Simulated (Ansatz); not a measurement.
Stepwise reaction of `[OH][In]([Cl])[Cl]` with hydrogen sulfide, as a gas-phase model of exchange steps in deposition or etching. ΔE in kJ/mol.

Computed with Ansatz on PBE0-D4/def2-TZVP structures; ΔE is electronic, products minus reactants. CCSD(T)/CBS adds triple-zeta CCSD(T) − MP2 to the extrapolated MP2 energy (def2 sets, frozen cores). This one scheme is used for every species. Functionals use def2-TZVPP. B3LYP here is the variant with VWN-RPA as its local correlation; programs differ in this. def2 core potentials past Kr. For In outer-core shells are correlated without core-valence functions, which leaves a few kJ/mol of doubt a bond. Each species was taken in one conformer, which may not be the lowest.

| step | reaction | PBE-D4 | B3LYP-D4 | ωB97M-V | CCSD(T)/CBS |
| --- | --- | --- | --- | --- | --- |
| 1 | `[OH][In]([Cl])[Cl]` + H₂S → `[OH][In]([SH])[Cl]` + HCl | 12.2 | 17.2 | 18.2 | 15.8 |
| 2 | `[OH][In]([SH])[Cl]` + H₂S → `[OH][In]([SH])[SH]` + HCl | 22.9 | 27.8 | 28.3 | 25.4 |

By hand: ΔE of the 2 steps together at CCSD(T)/CBS.

(15.8) + (25.4) = 41.2 kJ/mol, or 20.6 kJ/mol a step.

In ΔE each step is higher than the one before. All are uphill at CCSD(T)/CBS. PBE-D4 differs from CCSD(T)/CBS by -3.6 to -2.5 kJ/mol a step. Isolated molecules leave out the surface, adducts and barriers. Largest T1 diagnostic: 0.015.
